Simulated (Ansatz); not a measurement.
Isolated molecules relaxed with PBE0-D4/def2-TZVP in Ansatz; ΔE leaves out vibrations. CCSD(T)/CBS is the MP2 limit (def2-TZVPP, def2-QZVPP) plus CCSD(T) − MP2 in def2-TZVPP, frozen cores. This one scheme is used for every species. DFT in def2-TZVPP. B3LYP here is the variant with VWN-RPA as its local correlation; programs differ in this. Each species was taken in one conformer, which may not be the lowest.

`C[SiH2]C[SiH2]O` + `[AlH2][SH]` → `C[SiH2]C[S][AlH2]` + silanol  (substitution at a C–Si bond)

**Question.** Is it downhill or uphill in electronic energy at CCSD(T)/CBS, and by how much? (An estimate is asked.)

**Answer.** Computed: Uphill: ΔE = +24.7 kcal/mol.

**Question.** What do these levels give: PBE-D4, B2PLYP, B3LYP, SCS-MP2/def2-TZVPP, HF/def2-QZVPP, SCS-MP2/def2-QZVPP? (Best estimate.)

**Answer.** Computed: PBE-D4 23.7, B2PLYP 25.3, B3LYP 25.9, SCS-MP2/def2-TZVPP 24.3, HF/def2-QZVPP 27.6, SCS-MP2/def2-QZVPP 24.1 kcal/mol.

Largest T1 diagnostic among the species: 0.011.

In def2-TZVPP, CCSD(T) changes the Hartree–Fock value by −2.6 kcal/mol (the triples alone add −0.8 kcal/mol) and MP2 by −3.5 kcal/mol. The D4 term adds −1.0 kcal/mol with B3LYP and −0.5 kcal/mol with PBE0; it sums over pairs of atoms, weighted by their polarisabilities, and B3LYP, whose exchange is more repulsive, gets the larger term.
